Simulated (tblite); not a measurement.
Run record: molecular-dynamics run, `FC(F)Oc1cc[cH-]c1`.

Computed with GFN2-xTB (tblite), gas phase: Langevin dynamics at 300 K from the optimised GFN2-xTB geometry, time step 0.5 fs, friction 0.01 fs⁻¹, 2000 steps. The input is one job of a driver script: a line of settings, then coordinates in Å. «temperature» is in K, «steps» counts time steps and «every» is the stride of the printed frames; «frames» go on to single points.

Command:
```bash
OMP_NUM_THREADS=1 python probes_run.py task.json out
```

Input:
```
{"job": {"kind": "md", "xc": "GFN2-xTB", "basis": "xTB", "temperature": 300, "steps": 2000, "every": 50, "frames": 5}, "charge": -1, "multiplicity": 1}
F      2.906439    -0.910954     1.374796
C      2.207964    -0.042551     0.547640
F      3.238214     0.689361    -0.016151
O      1.498681    -0.674646    -0.344184
C      0.093753    -0.316664    -0.342587
C     -0.953665    -1.213199    -0.162092
C     -2.129724    -0.464630    -0.205294
C     -1.796532     0.874199    -0.390879
C     -0.408065     0.975579    -0.472937
H      1.654314     0.649396     1.207889
H     -0.862661    -2.279772    -0.033290
H     -3.130916    -0.861412    -0.106936
H     -2.491522     1.699878    -0.460528
H      0.173042     1.874942    -0.617614
```

Task: Estimate the output. One trajectory will do; the random numbers aren't given.

Result: 
```
t/fs     T/K      E/eV
    0.0   232.4   -792.35049
   25.0   195.7   -792.07526
   50.0   214.3   -791.94665
   75.0   234.4   -792.02229
  100.0   177.1   -791.90789
  125.0   253.8   -792.04586
  150.0   217.1   -791.97604
  175.0   291.9   -791.93304
  200.0   196.0   -791.67699
  225.0   327.8   -791.97661
  250.0   197.7   -791.78513
  275.0   350.6   -792.05750
  300.0   266.3   -791.96932
  325.0   282.3   -791.90454
  350.0   346.9   -791.85181
  375.0   285.3   -791.75142
  400.0   402.2   -791.89679
  425.0   432.2   -791.78066
  450.0   377.4   -791.84625
  475.0   244.3   -791.71647
  500.0   393.2   -791.87229
  525.0   365.9   -791.85504
  550.0   332.3   -791.87256
  575.0   293.5   -791.70031
  600.0   372.8   -791.72058
  625.0   348.7   -791.86633
  650.0   477.5   -791.93367
  675.0   280.3   -791.72446
  700.0   364.3   -791.85141
  725.0   418.9   -791.90943
  750.0   346.9   -791.64279
  775.0   258.3   -791.57607
  800.0   357.1   -791.71230
  825.0   420.9   -791.96162
  850.0   255.8   -791.81858
  875.0   279.6   -791.86494
  900.0   262.7   -791.90401
  925.0   340.4   -791.85331
  950.0   441.6   -791.73266
  975.0   425.4   -791.79710
 1000.0   353.8   -791.57864
```

E is the potential energy; T comes from the kinetic energy over all 3N coordinates.

Task: Sum up the printed frames.

Result: 41 frames over 1000 fs. T runs from 177 K (100 fs) to 478 K (650 fs), with a mean of 315 K over all frames and 352 K from 500 fs on. E starts at -792.350 eV, peaks 0.774 eV above that at 775 fs, and averages 0.553 eV above it from 500 fs on.

Task: Give the last frame.

Result: 0.21 Å rms from the start after alignment:
```
atom  x, y, z in Å  |  force x, y, z in eV/Å
F1      3.361   -1.604    0.689   -1.127   0.291  -0.243
C2      2.541   -0.505    0.360   -0.016   2.194   1.367
F3      3.451    0.240   -0.372    0.153   0.006  -0.128
O4      1.432   -0.633   -0.325   -0.092   0.063   1.576
C5      0.203   -0.350    0.521    1.018   0.345  -0.903
C6     -0.713   -1.352    0.638   -0.269  -0.307   0.435
C7     -1.753   -0.923    1.433   -1.066  -0.676   1.114
C8     -1.471    0.388    1.734   -0.619   2.562   1.990
C9     -0.249    0.789    1.223    1.164  -0.847  -1.331
H10     2.404    0.167    1.377    0.292  -1.651  -1.651
H11    -0.620   -2.300    0.242    0.234  -1.701  -0.746
H12    -2.497   -1.588    1.956    0.504   0.903  -0.966
H13    -2.018    1.134    2.399    0.224  -1.209  -0.726
H14     0.297    1.723    1.242   -0.399   0.027   0.210
```

Task: Estimate the wall time. Hardware: Arm Neoverse V1, one thread, on a shared host. And the peak memory of the process?

Result: About 10 s, with 0.18 GiB resident at the peak, the Python interpreter and its libraries included.
